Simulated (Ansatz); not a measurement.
Coupled-cluster diagnostics for the cluster Li₆H₅, Ansatz.

Geometry of the doublet (r2SCAN-D4/def2-TZVP):

```xyz
11

Li    0.192    1.082    1.866
Li   -1.532   -1.005   -0.327
Li    0.875   -0.812   -0.195
Li    0.366    1.899   -1.051
Li   -0.278    0.143   -2.927
Li   -0.459   -1.374    2.581
H     0.344    1.704   -2.753
H    -0.266   -0.988   -1.625
H     1.025    0.938    0.293
H     0.082    0.075    3.253
H    -0.350   -1.661    0.884
```

Correlated methods freeze no core orbitals; core or outer-core shells of Li are correlated, in sets that lack core-valence functions. Another isomer (doublet) lies 0.70 eV lower at PBE0-D4/def2-TZVP; other spin states weren't run for this one.

(1) Estimate the CCSD(T) correlation energy, the shares of MP2 and (T), T1 and the reference's ⟨S²⟩ for: charge 0, doublet, own geometry in def2-TZVPP; and the rough time on 4 threads of Arm Neoverse V2 on a shared host.

## Answers

(1) 
```
                          state       basis  correlation (eV)  MP2 share (%)  (T) share (%)     T1  ⟨S²⟩ (pure)  wall time
charge 0, doublet, own geometry  def2-TZVPP           -11.214           83.0            0.8  0.015  0.75 (0.75)    5.9 min
```
Customary marks for T1 are 0.02 (closed shells), 0.045 (open shells) and about 0.05 (3d metals). T1 stays under 0.02 throughout.
